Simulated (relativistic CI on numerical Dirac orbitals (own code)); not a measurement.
## Nd22+: sensitivity of the levels to the model

Base calculation: Dirac-Coulomb-Breit CI, KLI orbitals optimised for each configuration, a model potential for QED, unscaled Slater integrals.

Configuration list (outside the closed core [Ar] 3d10): 4s2.4p6.4d2, 4s2.4p5.4d3, 4s2.4p6.4d.4f, 4s.4p6.4d3, 4s2.4p5.4d2.4f, 4s.4p6.4d2.4f, 4s2.4p6.4d.5s, 4s2.4p6.4d.5p, 4s2.4p6.4f.5s, 4s2.4p6.4d.5d, 4s2.4p6.4f2, 4s2.4p5.4f3, 4s.4p6.4f3, 4s2.4p6.4f.5p, 4s2.4p5.4f2.5p, 4s.4p6.4f2.5p. Double excitations out of closed p, d and f shells are left out; levels of such configurations are missing from the list, as are those of other unlisted configurations, and high levels can miss mixing partners.

Variants: (1) valence Slater integrals scaled by 0.9; (2) one mean potential for all configurations. Shifts of the energy above 4s2.4p6.4d2 3F_2, in cm⁻¹, for the lowest level and the first level of each name with at least 55 % of one term (blank where a level changes its place among those of its configuration and J or its character, or is not in the variant):

```tsv
Level	Base	Δ(1)	Δ(2)
4s2.4p6.4d2 3F_2	0	0	0
4s2.4p6.4d2 3F_3	37557	+425	-1
4s2.4p6.4d2 3P_0	42609	-3335	-1
4s2.4p6.4d2 3F_4	61105	-889	-2
4s2.4p6.4d2 3P_1	67061	-2207	-2
4s2.4p6.4d2 1G_4	99468	-2274	-5
4s2.4p6.4d2 1S_0	177015	-10240	-4
4s2.4p5.4d3 5D°_0	849575	+4273	-120
4s2.4p5.4d3 5S°_2	865427	+5720	-123
4s2.4p5.4d3 3P°_0	915863	-1847	-135
4s2.4p5.4d3 3I°_7	954275	-131	-132
4s2.4p5.4d3 5P°_3	969339	-2228	-139
4s2.4p5.4d3 3D°_1	982562	-2306	-176
4s2.4p5.4d3 3H°_6	983353	-1036	-134
```

At this charge energies of transitions that change n are usually good to better than 1 %, and those within a shell (Δn = 0) to a few per cent. Terms inside the open d or f shell come out 10 to 20 % too wide with unscaled integrals.

Ionisation energy from the two ground configurations alone: base 677.493 eV; valence Slater integrals scaled by 0.9 677.29 eV. The NIST ASD value (theoretical) is 678 eV.

LS names give the leading component of a level, which can be under half, so a name can repeat, a term be missing and a line seem to break the LS rules.
